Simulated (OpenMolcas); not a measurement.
## How basis sets differ on CH6Ge (SMILES [CH3][GeH3])

The species is CH6Ge (8 atoms), meant as a singlet with charge 0. SMILES: `[CH3][GeH3]`. The shape is that of a PBE0-D4/def2-TZVP optimisation.

Each level gives the HOMO–LUMO gap (eV). The values are calculated.

| level | kind | program | value (eV) |
| --- | --- | --- | --- |
| PBE50/ANO-RCC-MB (DKH2) | global hybrid | OpenMolcas | 15.49 |
| PBE50/ANO-RCC-VDZ (DKH2) | global hybrid | OpenMolcas | 11.31 |
| PBE50/ANO-RCC-VDZP (DKH2) | global hybrid | OpenMolcas | 11.16 |
| PBE50/ANO-RCC-VTZP (DKH2, RICD fitting) | global hybrid | OpenMolcas | 10.68 |

The values span 10.68 to 15.49 eV. Orbital gaps aren't excitation energies.
